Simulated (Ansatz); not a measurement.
`BOB[SiH3]` + `[BH2][AlH][OH]` → `B[O][AlH][BH2]` + `OB[SiH3]`  (ligand exchange at a B–O bond)

Gas-phase electronic energies from Ansatz, PBE0-D4/def2-TZVP geometries. CBS: MP2 limit from def2 TZ/QZ plus the TZ coupled-cluster correction, frozen cores. DFT in def2-TZVPP. B3LYP here is the variant with VWN-RPA as its local correlation; programs differ in this. HSE06 is defined as in plane-wave codes. One conformer a species, not always the lowest.

(1) Is it downhill or uphill in electronic energy at CCSD(T)/CBS, and by how much? (An estimate is asked.)

(2) What do these levels give: r2SCAN0-D4, HSE06-D4, CAM-B3LYP-D4, revPBE, B3LYP, MP2/def2-TZVPP? (Best estimate.)

Largest T1 diagnostic among the species: 0.014.

Results:

(1) Computed: Downhill: ΔE = -33.3 kJ/mol.

(2) The calculation gave: r2SCAN0-D4 -38.0, HSE06-D4 -39.1, CAM-B3LYP-D4 -38.4, revPBE -42.4, B3LYP -39.7, MP2/def2-TZVPP -33.6 kJ/mol.

From BLYP to BHLYP (50 % exact exchange), in def2-TZVPP and without D4, ΔE moves by +6.0 kJ/mol. Leaving LDA and LC-ωPBE aside and taking each functional with its dispersion term where it has one, the values, not all of them listed here, spread over 6.3 kJ/mol, from PBE-D4 to PBE-QIDH.
